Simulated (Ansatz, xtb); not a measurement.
## Relative energy of two isomers of C5H5OPS

Structure a: `OC1=C(S)C=CP=C1`, a singlet. Structure b: `OC1=CC(S)=CP=C1`, a singlet. Both are isolated molecules in the gas phase, relaxed with B3LYP-D3(BJ)/def2-SVP; the shapes shown needn't be the lowest conformers.

a (Å):

```yaml
atoms:
  - { symbol: C, position_ang: [-0.6168, 0.2541, -0.3278] }
  - { symbol: C, position_ang: [-0.3822, 1.2882, -1.2318] }
  - { symbol: C, position_ang: [1.8065, -0.0387, -1.9435] }
  - { symbol: C, position_ang: [1.4074, -0.9695, -0.9884] }
  - { symbol: C, position_ang: [0.2529, -0.8564, -0.2001] }
  - { symbol: O, position_ang: [-1.7090, 0.2619, 0.4877] }
  - { symbol: P, position_ang: [0.9583, 1.4286, -2.3383] }
  - { symbol: S, position_ang: [-0.0752, -2.1560, 0.9609] }
  - { symbol: H, position_ang: [-2.2302, 1.0579, 0.3194] }
  - { symbol: H, position_ang: [-1.1182, 2.1025, -1.2516] }
  - { symbol: H, position_ang: [2.7303, -0.2433, -2.4940] }
  - { symbol: H, position_ang: [2.0300, -1.8569, -0.8319] }
  - { symbol: H, position_ang: [-1.2168, -1.6268, 1.4481] }
```

b (Å):

```json
{"atom": "C", "x (Å)": "1.2393", "y (Å)": "-0.8280", "z (Å)": "-0.2560"}
{"atom": "C", "x (Å)": "1.8262", "y (Å)": "0.4255", "z (Å)": "-0.0397"}
{"atom": "C", "x (Å)": "-0.5239", "y (Å)": "1.4319", "z (Å)": "-0.8509"}
{"atom": "C", "x (Å)": "-0.9226", "y (Å)": "0.0990", "z (Å)": "-1.0023"}
{"atom": "C", "x (Å)": "-0.0754", "y (Å)": "-0.9832", "z (Å)": "-0.7164"}
{"atom": "O", "x (Å)": "2.0092", "y (Å)": "-1.9144", "z (Å)": "0.0030"}
{"atom": "P", "x (Å)": "1.0428", "y (Å)": "1.9472", "z (Å)": "-0.2993"}
{"atom": "S", "x (Å)": "-2.5538", "y (Å)": "-0.3399", "z (Å)": "-1.5760"}
{"atom": "H", "x (Å)": "1.5087", "y (Å)": "-2.7211", "z (Å)": "-0.1789"}
{"atom": "H", "x (Å)": "2.8589", "y (Å)": "0.4253", "z (Å)": "0.3208"}
{"atom": "H", "x (Å)": "-1.2397", "y (Å)": "2.2231", "z (Å)": "-1.0937"}
{"atom": "H", "x (Å)": "-3.0127", "y (Å)": "0.9217", "z (Å)": "-1.7236"}
{"atom": "H", "x (Å)": "-0.4570", "y (Å)": "-1.9996", "z (Å)": "-0.8588"}
```

Quicker runs give these differences E(b) − E(a): GFN2-xTB −0.61 kcal/mol; HF/STO-3G +0.45 kcal/mol (at GFN2-xTB geometries); r2SCAN-D4/def2-SVP +1.13 kcal/mol (at GFN2-xTB geometries).

Q: Estimate E(b) − E(a) at the level CCSD(T)/def2-SVP + ΔMP2/def2-TZVPP.

A: CCSD(T)/def2-SVP + ΔMP2/def2-TZVPP gives E(b) − E(a) = +0.44 kcal/mol, slightly favouring structure a, which is too small a margin to settle the true order.

The same difference at several levels:

```tsv
level	geometry	E(b) − E(a) (kcal/mol)	departure from the last row (kcal/mol)	job, with rough time for the two
GFN2-xTB	GFN2-xTB	−0.61	−1.05	optimisation, 0.16 s
HF/STO-3G	GFN2-xTB	+0.45	+0.01	single point, 0.6 s
r2SCAN-D4/def2-SVP	GFN2-xTB	+1.13	+0.69	single point, 6.9 s
B3LYP-D3(BJ)/def2-SVP	B3LYP-D3(BJ)/def2-SVP	+0.94	+0.50	optimisation, 38 s
HF/def2-SVP	B3LYP-D3(BJ)/def2-SVP	−0.67	−1.11	part of the CCSD(T) run
MP2/def2-SVP	B3LYP-D3(BJ)/def2-SVP	+1.34	+0.90	part of the CCSD(T) run
CCSD(T)/def2-SVP	B3LYP-D3(BJ)/def2-SVP	+0.85	+0.41	single point
CCSD(T)/def2-SVP + ΔMP2/def2-TZVPP	B3LYP-D3(BJ)/def2-SVP	+0.44		single point, 2.1 min
```

As drawn, both hold the same kinds of bond in the same numbers.

The largest departure from CCSD(T)/def2-SVP + ΔMP2/def2-TZVPP is that of HF/def2-SVP, 1.11 kcal/mol. The last row adds to CCSD(T) the change of the MP2 difference between the two basis sets, here −0.41 kcal/mol.

With thermal terms from frequencies at re-optimised GFN2-xTB minima (ideal gas, soft modes damped towards free rotors, one conformer each, 298.15 K, 1 atm): on the last row, ΔE + ΔZPE = +0.31, ΔH = +0.34, ΔG = +0.22 kcal/mol.

The correlated steps freeze 16 core orbitals. Programs: Ansatz 0.2.0, xtb 6.7.1; the last row on 2 threads of Arm Neoverse V2 on a shared host.
